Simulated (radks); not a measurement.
The numbers below are computed, except where a source is named.
Removal energies from the gadolinium ion Gd6+, [Xe] 4f(5/2: 4, 7/2: 0), by Delta-SCF beside the eigenvalue of the level emptied. Level of theory: Dirac Kohn-Sham, relativistic LDA (MacDonald-Vosko exchange, VWN5 correlation), spin-unpolarised, spherical densities, finite nucleus; Fermi nuclear charge, rms radius of each element as measured or else 0.836 A^(1/3) + 0.57 fm (a radial shooting solver on a logarithmic mesh with Libxc functionals). Sub-shells are occupied by j as written (lower j first in brackets).

removed from                                  final configuration  Delta-SCF (eV)  -eigenvalue (eV)
5p3/2         [Kr] 4d10 4f(5/2: 4, 7/2: 0) 5s2 5p(1/2: 2, 3/2: 3)          107.35            99.471
4f5/2                                     [Xe] 4f(5/2: 3, 7/2: 0)          113.62            100.77
5p1/2         [Kr] 4d10 4f(5/2: 4, 7/2: 0) 5s2 5p(1/2: 1, 3/2: 4)          113.69            105.50
5s1/2                        [Kr] 4d10 4f(5/2: 4, 7/2: 0) 5s1 5p6          136.12            127.43
